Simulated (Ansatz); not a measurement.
scandium atom (Sc), doublet.

Ansatz (a first-principles code) was given this input:
Ansatz 0.2 input:
```yaml
crystal:
  periodic: [false, false, false]
  atoms:
    - {symbol: Sc, position_ang: [0.00000000, 0.00000000, 0.00000000]}
basis:
  gaussian:
    orbitals: STO-3G
hamiltonian:
  xc: pbe
magnetization: {spin_polarized: true, initial_magnetization: 1}
```

Task: What does this run give for the number of basis functions, <S^2>, total energy?

Result: 
The number of basis functions is 18 and the <S^2> is 0.778. The total energy is -752.5459 Eh.
